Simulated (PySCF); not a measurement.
Job file and geometry (Å, from GFN2-xTB) of an NMR shielding run on SMILES CC[C@@]12[C@@H]3[C@H]4[C@@H](C[C@@H]31)[C@]42F, C9H11F, GIAO PBE0/pcSseg-1 NMR shielding, non-relativistic, gas phase in PySCF; density fitting, a coarse starting grid and PySCF grid level 2 are the driver's defaults:

```
{"job": {"kind": "nmr", "xc": "PBE0", "basis": "pcSseg-1"}, "charge": 0, "multiplicity": 1}
C      2.473052     0.748730     0.078915
C      1.740193    -0.420616    -0.575790
C      0.271142    -0.353333    -0.296408
C     -0.838953    -1.369629    -0.411536
C     -1.786686    -0.301379    -0.975618
C     -1.848014     0.751418     0.116596
C     -1.440009     0.168329     1.444828
C     -0.437252    -0.839485     0.943668
C     -0.695361     0.715187    -0.840658
F     -0.344950     1.738321    -1.656078
H      2.084569     1.691036    -0.299315
H      3.536926     0.700899    -0.138627
H      2.336691     0.725939     1.157778
H      1.905488    -0.395671    -1.656405
H      2.129240    -1.368684    -0.196580
H     -0.812062    -2.402206    -0.707114
H     -2.530839    -0.446452    -1.735850
H     -2.572724     1.546647     0.049733
H     -0.986976     0.914500     2.098831
H     -2.275437    -0.303241     1.963762
H      0.083039    -1.483366     1.635398
```

Q: Write the output of this run.

A: 
```
coarse grid: 17680 points
cycle   1  E = -448.6282988032  dE =  1.985e+00  |g| = 5.419e-01  |ddm| = 4.340e+00
cycle   2  E = -448.6120518132  dE =  1.625e-02  |g| = 6.540e-01  |ddm| = 1.103e+00
cycle   3  E = -448.6933953675  dE = -8.134e-02  |g| = 5.559e-02  |ddm| = 5.994e-01
cycle   4  E = -448.6937399793  dE = -3.446e-04  |g| = 3.556e-02  |ddm| = 8.806e-02
cycle   5  E = -448.6940033387  dE = -2.634e-04  |g| = 5.985e-03  |ddm| = 4.645e-02
cycle   6  E = -448.6940096614  dE = -6.323e-06  |g| = 2.212e-03  |ddm| = 1.087e-02
final grid: 171568 points
cycle   7  E = -448.7605512134  dE = -5.884e-05  |g| = 1.129e-02  |ddm| = 6.431e-02
cycle   8  E = -448.7605233135  dE =  2.790e-05  |g| = 1.649e-02  |ddm| = 3.564e-02
cycle   9  E = -448.7605813304  dE = -5.802e-05  |g| = 1.392e-03  |ddm| = 2.033e-02
cycle  10  E = -448.7605816782  dE = -3.478e-07  |g| = 2.664e-04  |ddm| = 1.326e-03
cycle  11  E = -448.7605816891  dE = -1.088e-08  |g| = 6.731e-05  |ddm| = 2.878e-04
cycle  12  E = -448.7605816899  dE = -8.293e-10  |g| = 2.561e-05  |ddm| = 9.560e-05
converged SCF energy = -448.7605816899

GIAO shielding tensors (ppm)
atom      isotropic    diamagn.    paramagn.     s11        s22        s33       span
  0 C      171.482     245.832     -74.350    159.189    167.299    187.959     28.770
  1 C      162.881     239.259     -76.377    150.935    163.467    174.242     23.307
  2 C      147.762     251.330    -103.568    118.257    133.458    191.571     73.313
  3 C      167.116     250.373     -83.257    134.971    161.648    204.728     69.757
  4 C      161.658     256.973     -95.315    130.015    150.454    204.505     74.490
  5 C      154.031     257.557    -103.526    129.725    135.006    197.362     67.637
  6 C      152.737     243.139     -90.402    133.308    160.852    164.050     30.742
  7 C      150.970     246.940     -95.970    119.098    137.791    196.021     76.923
  8 C       96.508     231.096    -134.589     48.668     68.068    172.787    124.118
  9 F      420.797     471.768     -50.971    367.715    388.906    505.770    138.055
 10 H       30.425      29.404       1.020     25.508     30.580     35.186      9.677
 11 H       30.585      27.037       3.548     25.607     27.188     38.961     13.354
 12 H       30.792      29.678       1.114     25.777     30.422     36.177     10.399
 13 H       29.133      28.538       0.595     23.733     28.427     35.239     11.505
 14 H       30.573      29.368       1.204     25.210     29.149     37.358     12.147
 15 H       30.248      34.342      -4.094     24.250     26.898     39.596     15.345
 16 H       29.527      34.086      -4.559     23.800     26.422     38.361     14.562
 17 H       29.842      32.051      -2.209     23.809     26.734     38.984     15.175
 18 H       29.570      29.272       0.298     25.363     26.498     36.850     11.486
 19 H       29.951      28.211       1.740     25.150     26.013     38.689     13.538
 20 H       30.491      32.183      -1.691     24.460     27.193     39.821     15.361
```

Size and cost of the density-fitted run: 225 basis functions, 45 s wall time on 1 thread of an Arm Neoverse V1, shared host.
